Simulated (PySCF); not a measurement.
NMR data simulated for an unnamed compound:

1H NMR (300 MHz, computed): δ 7.51 (m, 1H), 6.62 (m, 1H), 5.84 (m, 1H), 4.96 (m, 1H), 1.40 (m, 1H), 1.16 (d, 3H), 1.11 (d, 3H).

13C{1H} NMR (computed): δ 236.8 (C), 139.9 (CH), 132.9 (CH2), 20.7 (CH), 18.3 (CH3), 16.5 (CH3).

PySCF 2.14 calculation with shielding tensors at PBE0/pcSseg-1 (GIAO) and geometry from GFN2-xTB; relativity neglected, no solvent, one averaged value for each set of equivalent atoms, one conformer.

Scale: 1H (σref 31.72) and 13C (σref 186.93) against TMS (reference shieldings calculated alike).

Problem. Which of these does the molecule contain: an aldehyde, a (CH3)2CH unit, a Si–H bond, a ketone, a Si–CH3 group, a vinyl group CH=CH2?

Solution. 
- An aldehyde: no.
- A (CH3)2CH unit: yes (δC 16.5, 20.7, 18.3; δH 1.16 (d), 1.40 (m), 1.11 (d)).
- A Si–H bond: yes (δH 4.96 (m)).
- A ketone: no.
- A Si–CH3 group: no.
- A vinyl group CH=CH2: yes (δC 132.9, 139.9; δH 6.62 (m), 5.84 (m), 7.51 (m)).

The data belong to `C=CC(=O)[Si@H](F)C(C)C`, C6H11FOSi; they needn't prove each group on their own.

Carbon signals by region: 1 in the far downfield region (above 160 ppm), 2 in the sp2 and nitrile region (100–160 ppm), 3 below 50 ppm. Above 160 ppm: 236.8, carbonyl carbon.

Splittings by 19F in the carbon and heteronuclear signals aren't shown, as no couplings were computed. Shifts are as computed. Against solution values, carbons near 30 ppm lie about +3 ppm off and those near 130 ppm about +5 ppm. Of 1309 compounds with measured shifts, 239 miss one by over three times the rms of a fit or turn the order of signals round; such compounds aren't used in these exercises. Multiplicities follow the n + 1 count of equivalent neighbours, as no J values were calculated; m marks all less simple cases, F and P coupling included.
